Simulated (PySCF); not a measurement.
A structure optimised at PBE-D3(BJ)/def2-SVP, used in a PySCF frequency run:

```xyz
7

N      1.7388    -1.2731     0.0000
Sn    -0.0128    -0.2181     0.0000
F     -1.0680    -0.6735     1.5729
F     -1.0680    -0.6735    -1.5729
Cl     0.2499     2.1013     0.0000
H      1.7228    -1.8923    -0.8261
H      1.7228    -1.8923     0.8261
```

### Question
Write its SMILES, formula and point group.

### Answer
[NH2][Sn]([F])([F])[Cl], ClF2H2NSn, Cs

### Question
What are its rotational constants (standard atomic weights)?

### Answer
2.6812, 1.6674, 1.6550 GHz
